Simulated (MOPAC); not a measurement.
Job for MOPAC: PM7 on F2GeH3N (SMILES [NH2][GeH]([F])[F]), a point of a torsion scan.

```
PM7 1SCF PRECISE CHARGE=0 THREADS=1
F2GeH3N

N      1.11991237 1    -0.08805317 1    -0.16804115 1
Ge    -0.63262322 1    -0.05068233 1     0.13340652 1
F     -1.41655175 1    -0.63544280 1    -1.28510933 1
F     -1.03466188 1     1.62417075 1     0.12559187 1
H      1.62057669 1     0.78591381 1    -0.11473054 1
H      1.69776836 1    -0.86399481 1     0.10790642 1
H     -1.34353124 1    -0.68963326 1     1.27335396 1
```

Output:

```
*******************************************************************************
 **                                                                           **
 **                              MOPAC v23.2.5                                **
 **                                                                           **
 *******************************************************************************
 ** MOPAC's Digital Object Identifier: https://doi.org/10.5281/zenodo.6511958 **
 **                                                                           **
 ** Please cite the open-source release paper for use of this MOPAC version:  **
 ** J. E. Moussa and J. J. P. Stewart (2026)                                  **
 ** MOPAC: An open-source semiempirical molecular orbital program             **
 ** J. Open Source Softw., 11(119), 8025, https://doi.org/10.21105/joss.08025 **
 *******************************************************************************

                              PM7 CALCULATION RESULTS

 *******************************************************************************
 *  PM7        - The PM7 Hamiltonian to be used
 *
 *
 *
 *                 CHARGE ON SYSTEM = 0
 *
 *
 *
 *  PRECISE    - TIGHTER CRITERIA TO BE USED
 *  1SCF       - DO 1 SCF AND THEN STOP
 *  THREADS=1  - MULTI-THREADING NOT USED
 *  T=         - A TIME OF 172800.0 SECONDS REQUESTED
 *  DUMP=N     - RESTART FILE WRITTEN EVERY 7200.0 SECONDS REQUESTED
 *******************************************************************************
PM7 1SCF PRECISE CHARGE=0 THREADS=1
 F2GeH3N

   ATOM   CHEMICAL          X               Y               Z
  NUMBER   SYMBOL      (ANGSTROMS)     (ANGSTROMS)     (ANGSTROMS)

     1       N          1.11991237  *  -0.08805317  *  -0.16804115  *
     2      Ge         -0.63262322  *  -0.05068233  *   0.13340652  *
     3       F         -1.41655175  *  -0.63544280  *  -1.28510933  *
     4       F         -1.03466188  *   1.62417075  *   0.12559187  *
     5       H          1.62057669  *   0.78591381  *  -0.11473054  *
     6       H          1.69776836  *  -0.86399481  *   0.10790642  *
     7       H         -1.34353124  *  -0.68963326  *   1.27335396  *



          CARTESIAN COORDINATES

    NO.       ATOM           X           Y           Z

     1         N          1.1199     -0.0881     -0.1680
     2        Ge         -0.6326     -0.0507      0.1334
     3         F         -1.4166     -0.6354     -1.2851
     4         F         -1.0347      1.6242      0.1256
     5         H          1.6206      0.7859     -0.1147
     6         H          1.6978     -0.8640      0.1079
     7         H         -1.3435     -0.6896      1.2734

 General Reference for PM7:
 "Optimization of Parameters for Semiempirical Methods VI: More Modifications to the
 NDDO Approximations and Re-optimization of Parameters", J. J. P. Stewart, J. Mol. Mod., 1:32, 19 (2013)
 https://link.springer.com/article/10.1007/s00894-012-1667-x

           Empirical Formula: H3 N Ge F2  =     7 atoms



      MOLECULAR POINT GROUP   :   C1


      RHF CALCULATION, NO. OF DOUBLY OCCUPIED LEVELS = 13


 -------------------------------------------------------------------------------
 PM7 1SCF PRECISE CHARGE=0 THREADS=1
 F2GeH3N



     1SCF WAS SPECIFIED, SO BFGS WAS NOT USED
     SCF FIELD WAS ACHIEVED


                              PM7 CALCULATION
                                                       MOPAC v23.2.5 Linux




          FINAL HEAT OF FORMATION =        -96.21181 KCAL/MOL =    -402.55021 KJ/MOL


          COSMO AREA              =        102.83 SQUARE ANGSTROMS
          COSMO VOLUME            =         89.28 CUBIC ANGSTROMS

          IONIZATION POTENTIAL    =          9.698863 EV
          HOMO LUMO ENERGIES (EV) =         -9.699 -0.847
          NO. OF FILLED LEVELS    =         13
          MOLECULAR WEIGHT        =        127.6172         POINT GROUP:  C1

          MOLECULAR DIMENSIONS (Angstroms)

            Atom       Atom       Distance
            H     6    F     4     3.69560
            H     5    H     7     3.38208
            F     3    H     5     2.33909


          SCF CALCULATIONS        =          1





   ATOM   CHEMICAL          X               Y               Z
  NUMBER   SYMBOL      (ANGSTROMS)     (ANGSTROMS)     (ANGSTROMS)

     1       N          1.11991237  *  -0.08805317  *  -0.16804115  *
     2      Ge         -0.63262322  *  -0.05068233  *   0.13340652  *
     3       F         -1.41655175  *  -0.63544280  *  -1.28510933  *
     4       F         -1.03466188  *   1.62417075  *   0.12559187  *
     5       H          1.62057669  *   0.78591381  *  -0.11473054  *
     6       H          1.69776836  *  -0.86399481  *   0.10790642  *
     7       H         -1.34353124  *  -0.68963326  *   1.27335396  *

                             CARTESIAN COORDINATES

   1    N        1.119912370    -0.088053170    -0.168041150
   2   Ge       -0.632623220    -0.050682330     0.133406520
   3    F       -1.416551750    -0.635442800    -1.285109330
   4    F       -1.034661880     1.624170750     0.125591870
   5    H        1.620576690     0.785913810    -0.114730540
   6    H        1.697768360    -0.863994810     0.107906420
   7    H       -1.343531240    -0.689633260     1.273353960


           Empirical Formula: H3 N Ge F2  =     7 atoms



      MOLECULAR POINT GROUP   :   C1


                  EIGENVALUES
 -37.97186 -37.55180 -34.83693 -19.21818 -16.85836 -15.18208 -14.53495 -14.09974
 -13.94051 -12.89415 -12.55349 -12.22267  -9.69886  -0.84719  -0.64021   0.06488
   1.59005   5.53867   6.80764


              NET ATOMIC CHARGES AND DIPOLE CONTRIBUTIONS

  ATOM NO.   TYPE          CHARGE      No. of ELECS.   s-Pop       p-Pop
    1          N          -0.741124        5.7411     1.57451     4.16661
    2         Ge           0.824697        3.1753     1.15337     2.02194
    3          F          -0.423196        7.4232     1.95820     5.46500
    4          F          -0.421935        7.4219     1.95632     5.46562
    5          H           0.290003        0.7100     0.71000
    6          H           0.280000        0.7200     0.72000
    7          H           0.191555        0.8084     0.80844
 DIPOLE           X         Y         Z       TOTAL
 POINT-CHG.     1.788    -2.589     4.641     5.607
 HYBRID         0.621     0.432    -0.098     0.763
 SUM            2.409    -2.157     4.543     5.577


          ATOMIC ORBITAL ELECTRON POPULATIONS

     Atom    s        px        py        pz
    1  N   1.57451   1.17802   1.20777   1.78082
    2 Ge   1.15337   0.68555   0.58040   0.75599
    3  F   1.95820   1.86222   1.89709   1.70569
    4  F   1.95632   1.94352   1.55123   1.97087
    5  H   0.71000
    6  H   0.72000
    7  H   0.80844

 **********************
 *                    *
 * JOB ENDED NORMALLY *
 *                    *
 **********************




 == MOPAC DONE ==
```

The run finished.

Cost: around 0.03 core-seconds (rough).
